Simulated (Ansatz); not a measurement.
An input meant for Au2O (charge 0, singlet; scaled by 0.96).

```yaml
crystal:
  periodic: [false, false, false]
  atoms:
    - {symbol: Au, position_ang: [-0.635714, 0.951047, 0.951214]}
    - {symbol: Au, position_ang: [0.242429, -0.430881, -1.403315]}
    - {symbol: O, position_ang: [0.393286, -0.520166, 0.452101]}
basis:
  gaussian: {orbitals: def2-TZVPD, final_grid: {core_spheres: 8, valence_spheres: 7, degree: 23}}
hamiltonian: {xc: {name: PBE0}, dispersion: rvv10}
scf: {omitted_lower_state_checks: [starts]}
output: {forces: true}
```

```sh
$ ansatz run in.yaml --threads 2 --pin off --events-out ev --progress --plain --max-ram 4352MiB
```

Output, abridged:

```
Error: inconsistent input (hamiltonian.dispersion, hamiltonian.xc): `dispersion: rvv10` has no transferable b for PBE exchange — Sabatini et al. (2013) fitted b=6.3 to rPW86, and the PBE refits of Peng & Perdew (2017) are task-dependent (b=6.6 S22 / b=10.0 layered). Use `xc: {exchange: rpw86, correlation: pbe}` for the original rVV10 or `xc: r2scan` for the r²SCAN+rVV10 pairing
```

**Question.** Something in this input is off. What?

**Answer.** The program holds no damping parameters for this pairing of functional and dispersion term, so they'd have to be typed. The program refused the input.
